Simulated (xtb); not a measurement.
F₆Zr, charge -1, quartet, geometry from GFN2-xTB of the parent state (such geometries of metal compounds can be far from the true shape) (a state made from the parent by changing its charge; the spin is typed, not shown lowest); GFN2-xTB (xtb).

xtb was given this input:
```
$ xtb mol.xyz --gfn 2 --chrg -1 --uhf 3 --json

# file mol.xyz
7

Zr     0.00000000    -0.00000000    -0.00000000
F      1.22184299    -0.51618369    -1.47939569
F     -1.22184299     0.51618369     1.47939569
F     -1.23887202     0.83032195    -1.31290482
F     -0.95929835    -1.72976223    -0.18875067
F      0.95929835     1.72976223     0.18875067
F      1.23887202    -0.83032195     1.31290482
```

It wrote (shortened):

```
   ID    Z sym.   atoms
    1   40 Zr     1
    2    9 F      2-7

           -------------------------------------------------
          |                Calculation Setup                |
           -------------------------------------------------

           -------------------------------------------------
          |                 G F N 2 - x T B                 |
           -------------------------------------------------

          ...................................................
          :                      SETUP                      :
          :.................................................:
          :  # basis functions                  34          :
          :  # atomic orbitals                  33          :
          :  # shells                           15          :
          :  # electrons                        47          :
          :  max. iterations                   250          :
          :  Hamiltonian                  GFN2-xTB          :
          :  restarted?                      false          :
          :  GBSA solvation                  false          :
          :  PC potential                    false          :
          :  electronic temp.          300.0000000     K    :
          :  accuracy                    1.0000000          :
          :  -> integral cutoff          0.2500000E+02      :
          :  -> integral neglect         0.1000000E-07      :
          :  -> SCF convergence          0.1000000E-05 Eh   :
          :  -> wf. convergence          0.1000000E-03 e    :
          :  Broyden damping             0.4000000          :
          :  net charge                         -1          :
          :  unpaired electrons                  3          :
          ...................................................

 iter      E             dE          RMSdq      gap      omega  full diag
   1    -30.4855187 -0.304855E+02  0.595E+00    0.00       0.0  T
   2    -30.5980240 -0.112505E+00  0.277E+00    0.00       1.0  T
   3    -30.6020921 -0.406813E-02  0.126E+00    0.00       1.0  T
   4    -30.6021115 -0.194521E-04  0.221E-01    0.00       1.0  T
   5    -30.5962155  0.589600E-02  0.760E-01    0.00       1.0  T
   6    -30.6019949 -0.577941E-02  0.143E-01    0.00       1.0  T
   7    -30.5948750  0.711991E-02  0.839E-01    0.00       1.0  T
   8    -30.6021591 -0.728407E-02  0.203E-02    0.00       1.9  T
   9    -30.6021603 -0.120032E-05  0.115E-02    0.00       3.3  T
[...]
         :: total energy             -30.578333168957 Eh    ::
[...]
                  HL-Gap            0.0000000 Eh            0.0000 eV
             Fermi-level           -0.1992280 Eh           -5.4213 eV

     #   Z          covCN         q      C6AA      α(0)
     1  40 Zr       3.838     0.928   104.392    24.586
     2   9 F        0.640    -0.321    12.598     4.189
     3   9 F        0.640    -0.321    12.598     4.189
     4   9 F        0.640    -0.321    12.598     4.189
     5   9 F        0.640    -0.321    12.598     4.189
     6   9 F        0.640    -0.321    12.598     4.189
     7   9 F        0.640    -0.321    12.598     4.189

 Mol. C6AA /au·bohr⁶  :        898.399628
 Mol. C8AA /au·bohr⁸  :      43205.762553
 Mol. α(0) /au        :         49.717028

Wiberg/Mayer (AO) data.
largest (>0.10) Wiberg bond orders for each atom

 ---------------------------------------------------------------------------
     #   Z sym  total        # sym  WBO       # sym  WBO       # sym  WBO
 ---------------------------------------------------------------------------
     1  40 Zr   3.148 --     4 F    0.525     3 F    0.525     6 F    0.525
                             5 F    0.525     2 F    0.525     7 F    0.525
     2   9 F    0.664 --     1 Zr   0.525
     3   9 F    0.664 --     1 Zr   0.525
     4   9 F    0.664 --     1 Zr   0.525
     5   9 F    0.664 --     1 Zr   0.525
     6   9 F    0.664 --     1 Zr   0.525
     7   9 F    0.664 --     1 Zr   0.525
 ---------------------------------------------------------------------------

Topologies differ in total number of bonds
Writing topology from bond orders to xtbtopo.mol

molecular dipole:
                 x           y           z       tot (Debye)
 q only:        0.000      -0.000       0.000
   full:        0.000      -0.000       0.000       0.000
molecular quadrupole (traceless):
                xx          xy          yy          xz          yz          zz
 q only:       -0.000       0.000       0.000      -0.000       0.000      -0.000
  q+dip:       -0.000      -0.000       0.000       0.000      -0.000      -0.000
   full:       -0.000       0.000       0.000      -0.000       0.000      -0.000

           -------------------------------------------------
          | TOTAL ENERGY              -30.578333168957 Eh   |
          | GRADIENT NORM               0.029284117713 Eh/α |
          | HOMO-LUMO GAP               0.000000298271 eV   |
           -------------------------------------------------

normal termination of xtb
```
